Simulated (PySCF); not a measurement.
# Two-component Hartree-Fock for Sc⁺ (scandium, charge +1)

Start: [Ar] 4s1 4p1; 4s1/2 filled at m_j = +1/2; 4p3/2 filled at m_j = +3/2. Calculated with PySCF 2.14 in x2c-TZVPall-2c (6s7p4d1f, 54 functions): generalised Hartree-Fock with the X2C-1e Hamiltonian and a Gaussian nucleus; one run each with spin-orbit coupling (SO) switched off, then screened by Boettger's factors. This is a chosen level, not necessarily the ground level.

```csv
spinor shell,electrons,"ε, spin-free (eV)","ε, screened SO (eV)",weight of nominal j (screened SO),"rms radius, screened SO (bohr)"
1s1/2,2,-4553.0,-4553.0,1.000,0.0844
2s1/2,2,-538.57,-538.58,1.000,0.370
2p1/2,2,-441.16,-444.37,1.000,0.338
2p3/2,4,-441.16,-439.60,1.000,0.340
3s1/2,2,-83.931,-83.949,1.000,1.14
3p1/2,2,-55.838,-56.236,0.917,1.24
3p3/2,4,-55.838,-55.668,0.958,1.24
4s1/2,1,-15.421,-15.423,0.916,3.33
4p3/2,1,-10.829,-10.819,1.000,4.05
```

```csv
quantity,spin-free,screened SO
E (hartree),-762.92072,-762.92482
M_J,2,2
⟨J²⟩,6.514,6.519
⟨L²⟩,2.514,2.505
⟨S²⟩,2.000,2.001
```

The determinant has a definite M_J but mixes levels of different J.

Each row is a mean over spinors that exchange with the open shell spreads, by up to 0.767 eV (3p3/2).

Without spin-orbit coupling the j labels of p, d and f shells carry no meaning; the spin-free column gives the mean over the occupied spinors of each nl shell, and its ⟨J²⟩ belongs to a mixture of degenerate components.
